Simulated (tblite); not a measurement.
A geometry optimisation, step by step.

Species: CH₉B₂NO.
Bonds: B1–C2, C2–O3, O3–B4, B4–N5. Hydrogens: H6, H7 on B1; H8, H9 on C2; H10, H11 on B4; H12, H13, H14 on N5.

Computed with GFN2-xTB (tblite), gas phase: L-BFGS steps from a force-field or distance-geometry start until the largest atomic force falls under 0.01 eV/Å. 8 of its 62 geometries are shown.

Step 0: E = -439.7834 eV, largest atomic force 2.228 eV/Å
```
atom  x, y, z in Å  |  force x, y, z in eV/Å
B1      2.595    0.661    0.138    0.024   0.594  -0.072
C2      1.313   -0.073   -0.469    1.450  -0.131   0.989
O3      0.196    0.274    0.307   -0.748  -0.120  -0.286
B4     -1.023   -0.393   -0.248    1.403  -0.766  -0.748
N5     -2.247   -0.009    0.606   -1.873   0.811   0.893
H6      3.498    0.038    0.543    0.028   0.060  -0.028
H7      2.620    1.847    0.171   -0.020  -0.414   0.087
H8      1.218    0.252   -1.515   -0.326  -0.355  -0.121
H9      1.517   -1.177   -0.408   -0.654   0.456  -0.472
H10    -0.893   -1.589   -0.189   -0.119  -0.184   0.135
H11    -1.212   -0.074   -1.375   -0.231   0.293  -0.342
H12    -3.099   -0.486    0.219    1.007   0.597   0.531
H13    -2.386    1.030    0.566    0.166  -1.134   0.146
H14    -2.096   -0.301    1.588   -0.107   0.294  -0.712
```

Step 9: E = -440.0666 eV, largest atomic force 0.222 eV/Å
```
atom  x, y, z in Å  |  force x, y, z in eV/Å
B1      2.620    0.690    0.158   -0.032  -0.023   0.025
C2      1.346   -0.073   -0.411    0.076   0.039   0.034
O3      0.144    0.259    0.261    0.034  -0.059  -0.111
B4     -1.003   -0.449   -0.320    0.158  -0.016  -0.067
N5     -2.256    0.008    0.621   -0.170   0.048   0.101
H6      3.562    0.083    0.522   -0.112   0.116  -0.152
H7      2.621    1.864    0.219   -0.068  -0.184   0.062
H8      1.232    0.210   -1.483    0.087   0.003   0.094
H9      1.446   -1.173   -0.432    0.049   0.084   0.100
H10    -0.918   -1.649   -0.201   -0.072   0.085  -0.079
H11    -1.259   -0.072   -1.436   -0.072  -0.102   0.039
H12    -3.087   -0.445    0.267   -0.133  -0.042  -0.018
H13    -2.363    1.014    0.589    0.109   0.118  -0.080
H14    -2.086   -0.269    1.580    0.147  -0.066   0.053
```

Step 17: E = -440.1653 eV, largest atomic force 0.370 eV/Å
```
atom  x, y, z in Å  |  force x, y, z in eV/Å
B1      2.595    0.708    0.211   -0.014   0.157   0.033
C2      1.358   -0.094   -0.321    0.045  -0.029   0.013
O3      0.080    0.258    0.143   -0.208  -0.246  -0.182
B4     -1.062   -0.495   -0.419   -0.089  -0.085   0.016
N5     -2.245    0.025    0.622   -0.011  -0.013  -0.007
H6      3.643    0.189    0.290   -0.094   0.027  -0.099
H7      2.482    1.851    0.432    0.005  -0.048   0.129
H8      1.435    0.174   -1.399    0.007  -0.051  -0.162
H9      1.483   -1.186   -0.308   -0.087  -0.100   0.091
H10    -1.018   -1.701   -0.305    0.163   0.232   0.084
H11    -1.428   -0.170   -1.522    0.136   0.114   0.116
H12    -3.172   -0.340    0.412    0.221   0.080   0.016
H13    -2.215    1.038    0.547   -0.020  -0.134   0.070
H14    -1.937   -0.259    1.549   -0.053   0.094  -0.118
```

Step 26: E = -440.2126 eV, largest atomic force 0.198 eV/Å
```
atom  x, y, z in Å  |  force x, y, z in eV/Å
B1      2.540    0.732    0.226    0.125  -0.009  -0.006
C2      1.349   -0.121   -0.316    0.033   0.071  -0.002
O3      0.058    0.257    0.067    0.031  -0.067  -0.077
B4     -1.077   -0.507   -0.455   -0.012   0.024   0.006
N5     -2.220    0.036    0.621    0.047  -0.012  -0.024
H6      3.605    0.264    0.139    0.092   0.007  -0.008
H7      2.413    1.830    0.606   -0.097  -0.062   0.045
H8      1.503    0.075   -1.410   -0.135  -0.108   0.029
H9      1.477   -1.216   -0.222   -0.052   0.114   0.015
H10    -0.987   -1.704   -0.308   -0.017   0.187  -0.062
H11    -1.454   -0.152   -1.544    0.018  -0.108   0.100
H12    -3.159   -0.299    0.447    0.010  -0.017  -0.015
H13    -2.164    1.046    0.547   -0.014  -0.009  -0.006
H14    -1.885   -0.241    1.537   -0.030  -0.011   0.004
```

Step 35: E = -440.2442 eV, largest atomic force 0.070 eV/Å
```
atom  x, y, z in Å  |  force x, y, z in eV/Å
B1      2.537    0.735    0.216   -0.013  -0.006  -0.026
C2      1.354   -0.120   -0.352   -0.028   0.014  -0.006
O3      0.070    0.309    0.015   -0.005   0.003  -0.043
B4     -1.064   -0.477   -0.466    0.004  -0.006  -0.007
N5     -2.196    0.046    0.623    0.001  -0.005  -0.020
H6      3.629    0.365    0.020    0.000   0.022   0.009
H7      2.322    1.727    0.794    0.057  -0.022   0.013
H8      1.448   -0.089   -1.461    0.018  -0.039   0.055
H9      1.463   -1.195   -0.112    0.047   0.033  -0.033
H10    -0.943   -1.663   -0.318   -0.011   0.009   0.005
H11    -1.475   -0.160   -1.551    0.000  -0.003   0.047
H12    -3.128   -0.298    0.431   -0.030   0.002   0.007
H13    -2.145    1.056    0.552   -0.026   0.011   0.004
H14    -1.873   -0.235    1.542   -0.014  -0.012  -0.005
```

Step 44: E = -440.2478 eV, largest atomic force 0.032 eV/Å
```
atom  x, y, z in Å  |  force x, y, z in eV/Å
B1      2.537    0.741    0.215   -0.020  -0.003  -0.005
C2      1.358   -0.116   -0.363   -0.015   0.007  -0.005
O3      0.067    0.322   -0.026   -0.002   0.005  -0.009
B4     -1.070   -0.476   -0.476    0.026   0.007  -0.018
N5     -2.198    0.049    0.622    0.018  -0.005  -0.007
H6      3.632    0.416   -0.031    0.009  -0.021  -0.011
H7      2.328    1.682    0.873    0.011   0.006   0.009
H8      1.460   -0.150   -1.467    0.004   0.011   0.011
H9      1.480   -1.178   -0.070    0.001   0.011   0.007
H10    -0.941   -1.659   -0.320   -0.010  -0.009   0.007
H11    -1.503   -0.168   -1.554   -0.005  -0.008   0.007
H12    -3.135   -0.287    0.439   -0.002  -0.012  -0.011
H13    -2.146    1.059    0.554   -0.004   0.013   0.002
H14    -1.870   -0.237    1.537   -0.009  -0.003   0.021
```

Step 52: E = -440.2486 eV, largest atomic force 0.020 eV/Å
```
atom  x, y, z in Å  |  force x, y, z in eV/Å
B1      2.540    0.742    0.213   -0.004  -0.008   0.004
C2      1.357   -0.107   -0.366   -0.005   0.004   0.000
O3      0.066    0.330   -0.035    0.001   0.003   0.011
B4     -1.069   -0.475   -0.476    0.007   0.007  -0.003
N5     -2.199    0.048    0.624    0.001  -0.006  -0.007
H6      3.631    0.403   -0.037    0.004   0.000  -0.006
H7      2.345    1.680    0.880    0.005   0.000  -0.002
H8      1.461   -0.147   -1.469    0.009  -0.002   0.003
H9      1.483   -1.167   -0.064   -0.013   0.003  -0.006
H10    -0.942   -1.658   -0.314    0.017   0.006   0.008
H11    -1.508   -0.174   -1.552   -0.011  -0.004   0.002
H12    -3.130   -0.297    0.427   -0.011   0.003   0.001
H13    -2.154    1.059    0.558   -0.002  -0.003  -0.003
H14    -1.883   -0.238    1.544    0.002  -0.002  -0.003
```

Step 61: E = -440.2491 eV, largest atomic force 0.009 eV/Å
```
atom  x, y, z in Å  |  force x, y, z in eV/Å
B1      2.545    0.738    0.214   -0.002  -0.005   0.000
C2      1.355   -0.100   -0.365   -0.001   0.003  -0.003
O3      0.064    0.345   -0.040    0.000   0.002  -0.001
B4     -1.065   -0.471   -0.472   -0.004  -0.001   0.001
N5     -2.203    0.045    0.623    0.002  -0.003  -0.001
H6      3.631    0.390   -0.044   -0.001  -0.001   0.002
H7      2.364    1.678    0.882   -0.002  -0.002   0.000
H8      1.463   -0.140   -1.468    0.003   0.000   0.000
H9      1.469   -1.162   -0.066   -0.002   0.007  -0.001
H10    -0.922   -1.651   -0.302    0.000   0.000   0.001
H11    -1.514   -0.182   -1.548    0.007  -0.002  -0.006
H12    -3.132   -0.302    0.418   -0.001   0.002   0.005
H13    -2.162    1.056    0.558    0.001  -0.002   0.002
H14    -1.894   -0.242    1.544    0.000   0.002   0.001
```

Problem. Summarise the path.

Solution. The energy falls by 44.94 kJ/mol from step 0 to step 61; nine tenths of that is first reached at step 24. It falls at every step. The largest force goes from 2.228 to 0.009 eV/Å. Among the bonds B4–N5 changes most, from 1.541 to 1.661 Å; the atoms move by 0.376 Å rms after alignment.

Problem. Follow the three bonds and two angles with the largest change from start to end.

Solution. 
```json
{"step": "0", "E above end (kJ/mol)": "44.94", "largest force (eV/Å)": "2.228", "B4–N5 (Å)": "1.541", "O3–B4 (Å)": "1.497", "N5–H12 (Å)": "1.050", "O3–B4–N5 (°)": "109.3", "C2–O3–B4 (°)": "109.4"}
{"step": "3", "E above end (kJ/mol)": "22.14", "largest force (eV/Å)": "0.414", "B4–N5 (Å)": "1.651", "O3–B4 (Å)": "1.458", "N5–H12 (Å)": "1.008", "O3–B4–N5 (°)": "106.8", "C2–O3–B4 (°)": "110.2"}
{"step": "5", "E above end (kJ/mol)": "19.98", "largest force (eV/Å)": "0.221", "B4–N5 (Å)": "1.662", "O3–B4 (Å)": "1.459", "N5–H12 (Å)": "1.014", "O3–B4–N5 (°)": "105.4", "C2–O3–B4 (°)": "110.2"}
{"step": "8", "E above end (kJ/mol)": "18.32", "largest force (eV/Å)": "0.244", "B4–N5 (Å)": "1.638", "O3–B4 (Å)": "1.468", "N5–H12 (Å)": "1.014", "O3–B4–N5 (°)": "104.1", "C2–O3–B4 (°)": "110.7"}
{"step": "11", "E above end (kJ/mol)": "15.51", "largest force (eV/Å)": "0.257", "B4–N5 (Å)": "1.640", "O3–B4 (Å)": "1.462", "N5–H12 (Å)": "1.008", "O3–B4–N5 (°)": "102.2", "C2–O3–B4 (°)": "113.0"}
{"step": "13", "E above end (kJ/mol)": "13.59", "largest force (eV/Å)": "0.286", "B4–N5 (Å)": "1.660", "O3–B4 (Å)": "1.461", "N5–H12 (Å)": "1.014", "O3–B4–N5 (°)": "101.0", "C2–O3–B4 (°)": "114.3"}
{"step": "16", "E above end (kJ/mol)": "9.52", "largest force (eV/Å)": "0.430", "B4–N5 (Å)": "1.669", "O3–B4 (Å)": "1.476", "N5–H12 (Å)": "1.023", "O3–B4–N5 (°)": "98.9", "C2–O3–B4 (°)": "116.1"}
{"step": "19", "E above end (kJ/mol)": "6.66", "largest force (eV/Å)": "0.166", "B4–N5 (Å)": "1.647", "O3–B4 (Å)": "1.473", "N5–H12 (Å)": "1.010", "O3–B4–N5 (°)": "98.7", "C2–O3–B4 (°)": "118.0"}
{"step": "21", "E above end (kJ/mol)": "5.67", "largest force (eV/Å)": "0.261", "B4–N5 (Å)": "1.651", "O3–B4 (Å)": "1.464", "N5–H12 (Å)": "1.010", "O3–B4–N5 (°)": "98.5", "C2–O3–B4 (°)": "119.3"}
{"step": "24", "E above end (kJ/mol)": "4.26", "largest force (eV/Å)": "0.178", "B4–N5 (Å)": "1.665", "O3–B4 (Å)": "1.464", "N5–H12 (Å)": "1.016", "O3–B4–N5 (°)": "97.8", "C2–O3–B4 (°)": "119.3"}
{"step": "27", "E above end (kJ/mol)": "3.02", "largest force (eV/Å)": "0.196", "B4–N5 (Å)": "1.656", "O3–B4 (Å)": "1.463", "N5–H12 (Å)": "1.011", "O3–B4–N5 (°)": "97.5", "C2–O3–B4 (°)": "118.1"}
{"step": "29", "E above end (kJ/mol)": "1.87", "largest force (eV/Å)": "0.166", "B4–N5 (Å)": "1.650", "O3–B4 (Å)": "1.460", "N5–H12 (Å)": "1.009", "O3–B4–N5 (°)": "97.8", "C2–O3–B4 (°)": "117.9"}
{"step": "32", "E above end (kJ/mol)": "1.08", "largest force (eV/Å)": "0.155", "B4–N5 (Å)": "1.656", "O3–B4 (Å)": "1.458", "N5–H12 (Å)": "1.014", "O3–B4–N5 (°)": "98.1", "C2–O3–B4 (°)": "118.0"}
{"step": "34", "E above end (kJ/mol)": "0.55", "largest force (eV/Å)": "0.076", "B4–N5 (Å)": "1.657", "O3–B4 (Å)": "1.460", "N5–H12 (Å)": "1.014", "O3–B4–N5 (°)": "98.2", "C2–O3–B4 (°)": "117.5"}
{"step": "37", "E above end (kJ/mol)": "0.36", "largest force (eV/Å)": "0.053", "B4–N5 (Å)": "1.655", "O3–B4 (Å)": "1.459", "N5–H12 (Å)": "1.012", "O3–B4–N5 (°)": "98.4", "C2–O3–B4 (°)": "117.3"}
{"step": "40", "E above end (kJ/mol)": "0.22", "largest force (eV/Å)": "0.055", "B4–N5 (Å)": "1.659", "O3–B4 (Å)": "1.458", "N5–H12 (Å)": "1.014", "O3–B4–N5 (°)": "98.6", "C2–O3–B4 (°)": "117.7"}
{"step": "42", "E above end (kJ/mol)": "0.16", "largest force (eV/Å)": "0.045", "B4–N5 (Å)": "1.660", "O3–B4 (Å)": "1.460", "N5–H12 (Å)": "1.014", "O3–B4–N5 (°)": "98.8", "C2–O3–B4 (°)": "118.1"}
{"step": "45", "E above end (kJ/mol)": "0.11", "largest force (eV/Å)": "0.026", "B4–N5 (Å)": "1.660", "O3–B4 (Å)": "1.460", "N5–H12 (Å)": "1.013", "O3–B4–N5 (°)": "98.7", "C2–O3–B4 (°)": "118.1"}
{"step": "48", "E above end (kJ/mol)": "0.09", "largest force (eV/Å)": "0.036", "B4–N5 (Å)": "1.662", "O3–B4 (Å)": "1.459", "N5–H12 (Å)": "1.013", "O3–B4–N5 (°)": "98.8", "C2–O3–B4 (°)": "118.2"}
{"step": "50", "E above end (kJ/mol)": "0.06", "largest force (eV/Å)": "0.028", "B4–N5 (Å)": "1.663", "O3–B4 (Å)": "1.458", "N5–H12 (Å)": "1.013", "O3–B4–N5 (°)": "98.9", "C2–O3–B4 (°)": "118.2"}
{"step": "53", "E above end (kJ/mol)": "0.05", "largest force (eV/Å)": "0.020", "B4–N5 (Å)": "1.660", "O3–B4 (Å)": "1.460", "N5–H12 (Å)": "1.013", "O3–B4–N5 (°)": "98.9", "C2–O3–B4 (°)": "118.2"}
{"step": "56", "E above end (kJ/mol)": "0.03", "largest force (eV/Å)": "0.023", "B4–N5 (Å)": "1.660", "O3–B4 (Å)": "1.460", "N5–H12 (Å)": "1.013", "O3–B4–N5 (°)": "99.1", "C2–O3–B4 (°)": "118.0"}
{"step": "58", "E above end (kJ/mol)": "0.01", "largest force (eV/Å)": "0.021", "B4–N5 (Å)": "1.661", "O3–B4 (Å)": "1.459", "N5–H12 (Å)": "1.013", "O3–B4–N5 (°)": "99.2", "C2–O3–B4 (°)": "117.9"}
{"step": "61", "E above end (kJ/mol)": "0.00", "largest force (eV/Å)": "0.009", "B4–N5 (Å)": "1.661", "O3–B4 (Å)": "1.459", "N5–H12 (Å)": "1.013", "O3–B4–N5 (°)": "99.2", "C2–O3–B4 (°)": "117.7"}
```

What follows is the cost of the whole relaxation. Time: 0.32 s wall. Hardware: Intel Xeon at 2.70 GHz, one thread, on a shared host.
